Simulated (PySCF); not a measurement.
**How methods differ on the excitation energy of C⁺**

C⁺ [He] 2s2 2p1 (2P) → C⁺ [He] 2s1 2p2 (4P), as a difference of total energies. All numbers are calculated (PySCF 2.14, scalar relativity by spin-free X2C-1e, in x2c-TZVPPall). Correlated levels: valence: 1s2 frozen; valence and next inner shell: nothing frozen. The calculations carry no spin-orbit coupling.

Task: Order these methods by the excitation energy they give, lowest first.
A. SCS-MP2 (valence)
B. ROHF
C. r2SCAN
D. M06

Result: B (3.538 eV), C (4.382 eV), A (5.105 eV), D (5.167 eV).

Errors of the correlated levels include the incompleteness of this basis and the frozen core.

For comparison: 5.331 eV (measured; NIST levels, between the centres of gravity of the two terms).
